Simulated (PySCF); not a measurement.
C2H7OSi, SMILES C[Si](C)O (connectivity only; charge and spin as stated), charge +1, multiplicity 1.

Geometry optimised at B3LYP-D3(BJ)/def2-SVP. The spin state was assumed, not searched. The isomer is the one that the SMILES or the coordinates give; other isomers of the formula were not compared. One conformer was computed; it need not be the lowest.

Two levels are set side by side: TDDFT-PBE/def2-SVPD (PySCF) and TDDFT-M06-2X/def2-SVPD (PySCF). Vertical, same geometry. The lowest singlet is HOMO→LUMO 100 % with PBE and HOMO→LUMO 99 % with the other functional; states are paired by order. Differences are taken from unrounded values.

| quantity | TDDFT-M06-2X |
|---|---|
| lowest singlet excitation (eV) | 6.11 |
| lowest triplet excitation (TDA) (eV) | 5.79 |
| first bright state (f over 0.05) (eV) | 8.23 |
| its oscillator strength | 0.07 |

**Question.** What does TDDFT-PBE give, and how far is it from TDDFT-M06-2X? (An estimate is asked for; the answer gives what the named calculation found.)

**Answer.** 
```tsv
quantity	TDDFT-PBE	TDDFT-PBE minus TDDFT-M06-2X
lowest singlet excitation (eV)	5.70	-0.41
lowest triplet excitation (TDA) (eV)	5.31	-0.48
first bright state (f over 0.05) (eV)	7.27	-0.96
its oscillator strength	0.07	0.00
```

Functionals without exact exchange tend to place singlet excitations lower, as here. Differences between two approximate levels are no errors against the true value.

Rough cost on one machine, each run with all the roots and properties that it gave: TDDFT-M06-2X against TDDFT-PBE about 10 times.
